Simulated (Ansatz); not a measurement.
Reaction: BNH4 (SMILES BN) → BNH3 (SMILES B[NH], doublet) + H (doublet) (the H-N bond breaks)
Each species at its own B3LYP-D3(BJ)/def2-TZVP minimum (Ansatz, a quantum-chemistry and plane-wave program).

Total energies in hartree (Ansatz). Open shells are spin-unrestricted; no spin-orbit coupling. Correlated methods leave the cores frozen. No relativity. Where a partner has so few electrons that a lower coupled-cluster level is exact, that level stands in.

| species | HF/cc-pVTZ | CCSD(T)/cc-pVTZ | HF/cc-pVQZ | CCSD(T)/cc-pVQZ | CCSDT(Q)/cc-pVTZ |
|---|---|---|---|---|---|
| 1: BNH4 (SMILES BN) | -81.52660 | -81.88933 | -81.53287 | -81.91470 | -81.89031 |
| 2: BNH3 (SMILES B[NH], doublet) | -80.87260 | -81.19622 | -80.87879 | -81.22002 | -81.19794 |
| 3: H (doublet) | -0.49981 | -0.49981 | -0.49995 | -0.49995 | -0.49981 |

Problem. Work out the bond dissociation energy (electronic) in kJ/mol: take Hartree-Fock from cc-pVQZ, extrapolate the CCSD(T) correlation energy as X^-3 (X = 3, 4), and add CCSDT(Q) - CCSD(T) in cc-pVTZ. 1 hartree = 2625.5 kJ/mol.

Solution. 
Species 1: correlation (64·(-0.38183) - 27·(-0.36273))/37 = -0.39577; step -0.00098; E1 = -81.53287 + (-0.39577) + (-0.00098) = -81.92962
Species 2: correlation (64·(-0.34123) - 27·(-0.32362))/37 = -0.35408; step -0.00172; E2 = -80.87879 + (-0.35408) + (-0.00172) = -81.23459
Species 3: correlation (64·(0.00000) - 27·(0.00000))/37 = 0.00000; step +0.00000; E3 = -0.49995 + (0.00000) + (+0.00000) = -0.49995
-1·E1 +1·E2 +1·E3 = 0.19508 hartree = 512.2 kJ/mol.
